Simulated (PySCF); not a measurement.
# Polarisability and C₆ of Zr²⁺ (zirconium, charge +2)

[Kr] 4d2, high-spin 3F determinant. Computed with PySCF 2.14 in def2-QZVPPD with the def2 core potential (28 electrons) (7s5p4d3f2g, 81 functions), with a scalar-relativistic core potential. Coupled (time-dependent) response in atomic units; α is the mean over directions.

| method | mean α (bohr³) | C₆ (like pair) | S(−4) |
| --- | --- | --- | --- |
| B3LYP | 12.24 | 60.55 | 102.0 |

S(−4) is the Cauchy moment in α(ω) = α(0) + S(−4) ω² + …

Spin-orbit coupling is absent.

α(iu) at B3LYP:

```
u (hartree)  α(iu) (bohr³)
          0          12.24
     0.0500          12.00
      0.100          11.36
      0.200          9.700
      0.300          8.237
      0.500          6.209
      0.750          4.633
       1.00          3.594
       1.50          2.313
       2.00          1.583
       3.00         0.8486
       5.00         0.3465
```

A single London oscillator, α(iu) = α/(1 + u²/ω²), gives C₆ = (3/4) ω α². Matching the computed C₆ needs ω = 4 × 60.55 / (3 × 12.24²) = 0.539 hartree.

For an ion, C₆ is the dispersion term alone; charge-induced terms of lower order in 1/R come first.

Energies and moments cover only the electrons outside the core potential.
